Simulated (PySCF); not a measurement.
# Pt²⁺: excitation energy

Pt²⁺ [Xe] 4f14 5d8 (3F) → Pt²⁺ [Xe] 4f14 5d7 6s1, s spin flipped, as a difference of total energies. All numbers are calculated (PySCF 2.14, a scalar-relativistic core potential, in aug-cc-pVTZ-PP with one added diffuse shell each of s, p, d, f, g type with ECP60MDF (7s7p6d4f3g, 113 functions)). Correlated levels: valence: 5s2 5p6 frozen. The calculations carry no spin-orbit coupling.

```
           method  excitation energy (cm⁻¹)
              UHF                     31891
              LDA                     30228
              PBE                     31544
             PBE0                     32726
           r2SCAN                     31802
           PBEsol                     31454
              M06                     31526
            TPSSh                     32397
    MP2 (valence)                     33907
SCS-MP2 (valence)                     33815
```

The upper determinant mixes two multiplicities, so it lies between the two terms.
